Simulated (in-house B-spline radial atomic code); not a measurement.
# Ionising Mn VII (Mn6+) with different functionals

Computed with a B-spline radial code for spherical atoms: four-component Dirac-Coulomb Hamiltonian, Fermi nucleus of rms radius 3.7057 fm, spin-restricted, spherical fractional occupations for the functionals, and exact exchange of hybrids averaged over the configuration. The ionisation energy is the difference of two self-consistent energies, [Ar] 3d1 → [Ne] 3s2 3p6, without Breit or QED terms; ε is the level of the shell that loses the electron (mean over j). The electron is taken from both j subshells in proportion to 2j + 1, so the result is a j average, not the step between ground levels.

```tsv
method	rung	ΔSCF (eV)	-ε(3d) (eV)
PBE0	global hybrid	?	?
LC-wPBE	range-separated hybrid	119.15	112.07
CAM-B3LYP	range-separated hybrid	119.25	111.37
wB97X	range-separated hybrid	?	?
```

Task: What does wB97X give?

Result: ΔSCF 118.86 eV, and -ε(3d) = 112.04 eV.

Task: What does PBE0 give?

Result: ΔSCF 119.15 eV, and -ε(3d) = 109.92 eV.

Task: Among the functionals, which spreads more, the ΔSCF values or the orbital energies?

Result: The orbital energies: ΔSCF values span about 0.39 eV and the orbital energies 2.15 eV; here energy differences depend much less on the functional than eigenvalues do.

Task: How do they compare with the NIST value?

Result: NIST lists 119.20 eV ± 0.012 (measured, ground level to ground level). Errors run from -0.34 to +0.05 eV; CAM-B3LYP is closest (+0.05 eV), though others lie within the uncertainty of it, and part of that can be cancellation, since the calculations leave out Breit-QED terms, spin polarisation, the choice among j levels, multiplet and fine-structure energies.
